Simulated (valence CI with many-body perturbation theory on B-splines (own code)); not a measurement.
**Pt³⁶⁺: E2, M1 decay**

Calculated by relativistic CI+MBPT: six valence electrons over a frozen Dirac-Fock core [Kr], radial functions for each j: 7 s, 7 p, 8 d, 6 f, 4 g, 1 h, with the one-electron correlation potential Σ1, the two-electron term Σ2, the three-electron term Σ3, Breit, model QED; selected CI, second order for the rest, scaled by the run's own slope (own B-spline code, finite nucleus).

No measured spectrum was set against this ion. As an estimate, large intervals hold to a few tenths of a per cent, small ones and those within an open d or f shell to about a per cent. Core correlation moves these levels by up to 9300 cm⁻¹, and in measured spectra 5 to 20 % of such shifts remained as error; rates that hang on mixing are uncertain with them. Among the levels kept, up to 720 cm⁻¹ of a level comes from second order outside the variational space, and about a tenth of that is noise between levels of different J, which matters for small intervals. Only levels of the ground parity were solved; by the run's estimate the other parity begins above the list, which can be wrong where configurations are misplaced.

Lines 1 to 50 of 113 in falling wavelength, among levels below 100.214 eV, chosen from the decays that carry over 1 % of a level's rate. Wavelengths and rates use the calculated energies. Electric multipoles are in the length gauge, E1 and E2 with the static RPA response of the core. Weak lines are less certain than strong ones. Lines between different terms over intervals too small for the method are left out, as are lines whose strength nearly cancels. The highest levels of a list are the least certain.

Levels are named by their leading jj configuration (3d3/2^4 stands for four electrons in 3d with j = 3/2), which in mixed levels can hold well under half, so a name can repeat and another be missing. Letters in brackets count levels of one name in rising energy.

```
λ vac (nm)                      Upper                      Lower  Type   A (s⁻¹)  Branch %
      4300      (4d3/2^3 4d5/2^3) J=6      (4d3/2^3 4d5/2^3) J=5    M1  7.55e-02       2.0
     426.7      (4d3/2^4 4d5/2^2) J=2      (4d3/2^4 4d5/2^2) J=4    E2  3.86e-03     100.0
     236.4  (4d3/2^3 4d5/2^3) J=2 [b]  (4d3/2^3 4d5/2^3) J=3 [b]    M1  4.64e+02       2.5
     228.6  (4d3/2^3 4d5/2^3) J=4 [b]  (4d3/2^3 4d5/2^3) J=3 [b]    M1  2.00e+02       4.7
     179.9  (4d3/2^3 4d5/2^3) J=3 [c]  (4d3/2^3 4d5/2^3) J=2 [a]    M1  4.84e+02       1.3
     179.2      (4d3/2^4 4d5/2^2) J=0      (4d3/2^4 4d5/2^2) J=2    E2  1.04e+00     100.0
     168.5  (4d3/2^3 4d5/2^3) J=3 [b]  (4d3/2^3 4d5/2^3) J=3 [a]    M1  1.00e+03       1.9
     146.5  (4d3/2^3 4d5/2^3) J=4 [b]      (4d3/2^3 4d5/2^3) J=5    M1  4.22e+02       9.9
     140.3      (4d3/2^3 4d5/2^3) J=0  (4d3/2^3 4d5/2^3) J=1 [a]    M1  4.30e+03      90.2
     118.6  (4d3/2^3 4d5/2^3) J=1 [b]  (4d3/2^3 4d5/2^3) J=1 [a]    M1  2.02e+03       3.8
     116.1  (4d3/2^3 4d5/2^3) J=2 [b]  (4d3/2^3 4d5/2^3) J=1 [a]    M1  4.57e+02       2.5
     106.6  (4d3/2^2 4d5/2^4) J=0 [a]  (4d3/2^3 4d5/2^3) J=1 [b]    M1  4.09e+03       1.4
     104.7  (4d3/2^3 4d5/2^3) J=4 [b]  (4d3/2^3 4d5/2^3) J=4 [a]    M1  1.24e+03      29.0
     103.4  (4d3/2^3 4d5/2^3) J=1 [a]      (4d3/2^4 4d5/2^2) J=0    M1  1.05e+04       8.7
     98.37  (4d3/2^3 4d5/2^3) J=2 [b]  (4d3/2^3 4d5/2^3) J=3 [a]    M1  4.22e+03      22.9
     88.91  (4d3/2^2 4d5/2^4) J=3 [a]  (4d3/2^3 4d5/2^3) J=2 [b]    M1  4.48e+03       2.3
     85.60      (4d3/2^2 4d5/2^4) J=5  (4d3/2^3 4d5/2^3) J=4 [b]    M1  1.15e+04       9.7
     74.09  (4d3/2^2 4d5/2^4) J=3 [b]  (4d3/2^3 4d5/2^3) J=4 [b]    M1  2.16e+04      16.2
     73.31  (4d3/2^2 4d5/2^4) J=3 [b]  (4d3/2^3 4d5/2^3) J=2 [b]    M1  4.21e+03       3.2
     73.01  (4d3/2^3 4d5/2^3) J=3 [a]      (4d3/2^4 4d5/2^2) J=2    M1  2.61e+04      23.7
     69.66      (4d3/2^2 4d5/2^4) J=1  (4d3/2^3 4d5/2^3) J=2 [b]    M1  2.06e+04      12.6
     68.77      (4d3/2^2 4d5/2^4) J=1  (4d3/2^3 4d5/2^3) J=1 [b]    M1  2.53e+04      15.4
     68.66        (4d3/2 4d5/2^5) J=3  (4d3/2^2 4d5/2^4) J=4 [c]    M1  2.51e+04       9.0
     68.46  (4d3/2^2 4d5/2^4) J=4 [b]  (4d3/2^3 4d5/2^3) J=3 [c]    M1  4.75e+03       4.3
     68.43  (4d3/2^2 4d5/2^4) J=4 [a]  (4d3/2^3 4d5/2^3) J=3 [b]    M1  6.43e+03       3.0
     65.58  (4d3/2^3 4d5/2^3) J=1 [a]      (4d3/2^4 4d5/2^2) J=2    M1  1.11e+05      91.3
     65.47  (4d3/2^2 4d5/2^4) J=4 [b]  (4d3/2^3 4d5/2^3) J=4 [b]    M1  1.13e+03       1.0
     65.24        (4d3/2 4d5/2^5) J=2  (4d3/2^2 4d5/2^4) J=2 [c]    M1  1.41e+04       4.6
     64.61  (4d3/2^2 4d5/2^4) J=3 [a]  (4d3/2^3 4d5/2^3) J=3 [b]    M1  8.71e+03       4.4
     64.21  (4d3/2^2 4d5/2^4) J=2 [b]  (4d3/2^3 4d5/2^3) J=2 [b]    M1  4.91e+03       3.9
     63.45  (4d3/2^2 4d5/2^4) J=2 [b]  (4d3/2^3 4d5/2^3) J=1 [b]    M1  2.10e+03       1.7
     63.12      (4d3/2^2 4d5/2^4) J=1      (4d3/2^3 4d5/2^3) J=0    M1  3.19e+04      19.4
     62.72        (4d3/2 4d5/2^5) J=3  (4d3/2^2 4d5/2^4) J=2 [c]    M1  4.19e+04      15.0
     62.52  (4d3/2^2 4d5/2^4) J=3 [a]  (4d3/2^3 4d5/2^3) J=2 [a]    M1  2.54e+04      12.9
     62.34  (4d3/2^3 4d5/2^3) J=3 [a]      (4d3/2^4 4d5/2^2) J=4    M1  8.40e+04      76.2
     59.74  (4d3/2^2 4d5/2^4) J=2 [a]  (4d3/2^3 4d5/2^3) J=1 [a]    M1  5.67e+04      22.0
     59.54  (4d3/2^3 4d5/2^3) J=4 [a]      (4d3/2^4 4d5/2^2) J=4    M1  1.05e+05     100.0
     58.59  (4d3/2^2 4d5/2^4) J=4 [a]      (4d3/2^3 4d5/2^3) J=5    M1  3.11e+04      14.4
     58.28  (4d3/2^2 4d5/2^4) J=0 [b]      (4d3/2^2 4d5/2^4) J=1    M1  1.19e+04       6.5
     56.16  (4d3/2^2 4d5/2^4) J=0 [a]  (4d3/2^3 4d5/2^3) J=1 [a]    M1  2.83e+05      98.6
     55.95  (4d3/2^2 4d5/2^4) J=3 [b]  (4d3/2^3 4d5/2^3) J=3 [b]    M1  5.48e+04      41.2
     55.26  (4d3/2^3 4d5/2^3) J=1 [b]      (4d3/2^4 4d5/2^2) J=0    M1  4.49e+04      84.2
     54.71      (4d3/2^2 4d5/2^4) J=5      (4d3/2^3 4d5/2^3) J=6    M1  6.60e+04      55.8
     54.67  (4d3/2^2 4d5/2^4) J=2 [a]  (4d3/2^3 4d5/2^3) J=3 [a]    M1  1.96e+05      76.1
     54.38  (4d3/2^2 4d5/2^4) J=3 [b]  (4d3/2^3 4d5/2^3) J=2 [a]    M1  3.55e+04      26.7
     54.17  (4d3/2^2 4d5/2^4) J=2 [c]  (4d3/2^3 4d5/2^3) J=3 [c]    M1  5.74e+04      29.1
     54.03      (4d3/2^2 4d5/2^4) J=5      (4d3/2^3 4d5/2^3) J=5    M1  3.40e+04      28.8
     52.56        (4d3/2 4d5/2^5) J=2  (4d3/2^2 4d5/2^4) J=2 [b]    M1  4.80e+04      15.8
     52.35      (4d3/2^2 4d5/2^4) J=1  (4d3/2^3 4d5/2^3) J=2 [a]    M1  2.21e+04      13.5
     52.32  (4d3/2^3 4d5/2^3) J=2 [a]      (4d3/2^4 4d5/2^2) J=2    M1  7.33e+04      99.5
```
